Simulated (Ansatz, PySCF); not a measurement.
Process, species as SMILES: C=CN1[SiH2]N[SiH2]1 [1-ethenyl-1,3,2,4-diazadisiletidine] + 7 [H][H] (H2) → 2 C (CH4) + 2 N (NH3) + 2 [SiH4] (SiH4)
Geometries: B3LYP-D3(BJ)/def2-TZVP minima from Ansatz (a first-principles code), one conformer each, not searched for the lowest. Frequencies are from Ansatz or PySCF.

Wanted: energy of full hydrogenation (enthalpy at 298 K, with B3LYP-D3(BJ) rigid-rotor harmonic-oscillator terms), in kcal/mol. Cores are frozen in the correlated levels unless marked. No spin-orbit coupling. Non-relativistic. CBS(X,Y): correlation extrapolated as X^-3; Hartree-Fock from the larger set.

```tsv
level	program	energy of full hydrogenation (kcal/mol)	minus last row
r2SCAN-D3(BJ)/def2-TZVPD	Ansatz + dftd3	-31.9	0.7
PBE0-D3(BJ)/def2-TZVPD	Ansatz + dftd3	-40.7	-8.1
r2SCANh-D4/def2-TZVPD	Ansatz + dftd4	-34.2	-1.6
MP2/cc-pV(T+d)Z	Ansatz	-27.7	4.9
RI-MP2/CBS(cc-pV(T+d)Z,cc-pV(Q+d)Z)	Ansatz	-25.7	6.9
CCSD(T)/cc-pV(T+d)Z	Ansatz	-35.4	-2.8
CCSD(T)/CBS(cc-pV(T+d)Z,cc-pV(Q+d)Z)	Ansatz	-32.6	0.0
```
